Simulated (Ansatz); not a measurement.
CH₅AlOSi, relaxed with RKS PBE0-D4/def2-TZVP in the Gaussian-basis code of Ansatz from a PBE-D4/def2-SVP geometry. The force threshold is 0.005 eV/Å; the program also tests the step.

Total charge 0; spin multiplicity 1.

Start:

```xyz
9

C     0.045   -0.062    1.036
Al   -1.120   -1.005   -0.273
O    -0.336   -0.145   -1.599
Si    0.723    0.721   -0.565
H    -0.455    0.637    1.740
H     0.764   -0.679    1.615
H    -2.291   -2.072   -0.413
H     2.163    0.397   -0.861
H     0.507    2.207   -0.679
```

**Question.** By how much does the energy fall, and how many steps does the optimiser take? (Best estimate.)

**Answer.** The calculation gave: 6.45 kJ/mol, in 4 steps.

**Question.** Which bonds change most? (Best estimate.)

**Answer.** The calculation gave: O3–Si4 from 1.715 to 1.671 Å; Al2–O3 from 1.764 to 1.731 Å; C1–Si4 from 1.908 to 1.884 Å.

**Question.** Give the relaxed structure. (Best estimate.)

**Answer.** Computed: 
```xyz
9

C     0.045   -0.061    1.027
Al   -1.102   -0.987   -0.278
O    -0.321   -0.137   -1.568
Si    0.709    0.708   -0.559
H    -0.448    0.626    1.718
H     0.749   -0.674    1.592
H    -2.263   -2.045   -0.403
H     2.133    0.393   -0.853
H     0.497    2.176   -0.676
```
